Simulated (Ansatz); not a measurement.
Diatomic CoGe, multiplicity 4 (an upper state: multiplicity 2 came lower at PBE0/def2-TZVPP). No spin–orbit coupling. Co is treated without relativity. Ge is treated without relativity.

The constants come from a fifth-degree fit in 1/R (seven points, main isotopes). In def2 and cc sets the state is the lowest found near the PBE0 minimum, followed along R.

Programs: Ansatz (an electronic-structure program) with Gaussian orbitals. Each number belongs to the level named beside it.

```csv
level,r_e (Å),ω_e (cm⁻¹),ω_e x_e (cm⁻¹),B_e (cm⁻¹),dipole (D)
PBE/def2-TZVPP,2.235,271,0.84,0.103,1.67
PBE0/def2-TZVPP,2.310,257,0.89,0.0963,2.09
wB97X-V/def2-TZVPP,2.315,255,0.82,0.0959,2.72
```
